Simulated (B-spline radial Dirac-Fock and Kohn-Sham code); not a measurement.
# X-ray scattering factor of Sm⁴⁷⁺

System: Sm⁴⁷⁺, configuration [Ne] 3s2 3p3.

Calculated with an atomic code on a B-spline grid, using configuration-average Dirac-Fock orbitals. f₀ is the Fourier transform of the spherical electron density, S the Waller-Hartree incoherent function, and s = sin θ/λ. The electron scattering factor follows from the Mott-Bethe formula f_e = 0.023934 Å⁻¹·(Z − f₀)/s².

| s (Å⁻¹) | f₀ | S | f_e (Å) |
| --- | --- | --- | --- |
| 0 | 15.000 | 0.000 | – |
| 0.06 | 14.990 | 0.012 | 312.537 |
| 0.08 | 14.982 | 0.022 | 175.831 |
| 0.1 | 14.973 | 0.034 | 112.556 |
| 0.12 | 14.960 | 0.049 | 78.184 |
| 0.15 | 14.938 | 0.077 | 50.061 |
| 0.19 | 14.901 | 0.123 | 31.226 |
| 0.24 | 14.843 | 0.195 | 19.595 |
| 0.3 | 14.756 | 0.303 | 12.564 |
| 0.38 | 14.612 | 0.479 | 7.854 |
| 0.48 | 14.389 | 0.747 | 4.946 |
| 0.61 | 14.036 | 1.163 | 3.085 |
| 0.76 | 13.552 | 1.715 | 2.008 |
| 0.96 | 12.811 | 2.521 | 1.277 |
| 1.2 | 11.837 | 3.511 | 0.834 |
| 1.51 | 10.556 | 4.705 | 0.540 |
| 1.9 | 9.082 | 5.965 | 0.351 |
| 2.39 | 7.609 | 7.191 | 0.228 |
| 3.01 | 6.312 | 8.397 | 0.147 |
| 3.78 | 5.195 | 9.626 | 0.095 |
| 4.75 | 4.047 | 10.884 | 0.061 |
| 5.98 | 2.857 | 12.041 | 0.040 |
| 7.51 | 1.923 | 12.932 | 0.025 |

f₀ starts at the number of electrons, 15, and has fallen to half at s ≈ 2.44 Å⁻¹. The sum of ⟨r²⟩ over the electrons is 0.3734 bohr². For an ion f_e diverges as s goes to zero, because of the net charge.
